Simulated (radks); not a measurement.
The numbers below are computed, except where a source is named.
Spherical quantum dot in the effective-mass picture: electrons in a well V = -V0 / (1 + exp((r - R)/a)) with V0 = 10.5, R = 3.06, a = 0.19, all in effective atomic units (hartree* = m*/eps^2 hartree, bohr* = eps/m* bohr), one dielectric constant everywhere. Level of theory: non-relativistic Kohn-Sham, LDA (Slater exchange, Perdew-Wang correlation), spin-polarised, spherical densities (a radial shooting solver with Libxc functionals). Levels are named by radial order and angular momentum (1s, 1p, 1d, 2s, ...), and open shells are averaged over m.

N = 6, configuration 1s2 1p(up 3, down 1). This is the lowest configuration that the search found. Occupied and some empty levels:

level    occupation  eigenvalue (hartree*)  <r> (bohr*)
1s up             1                -7.4062        1.733
1s down           1                -7.3375        1.730
1p up             3                -6.9812        1.938
1p down           1                -6.9107        1.941
1d up             0                -6.3756        2.083
1d down           0                -6.3066        2.087
2s up             0                -5.8118        1.543
2s down           0                -5.7631        1.543
1f up             0                -5.6208        2.196
1f down           0                -5.5546        2.201

Energy (hartree*): total -50.5807, kinetic 4.5091, external -61.539, Hartree 8.6648, exchange-correlation -2.2159.
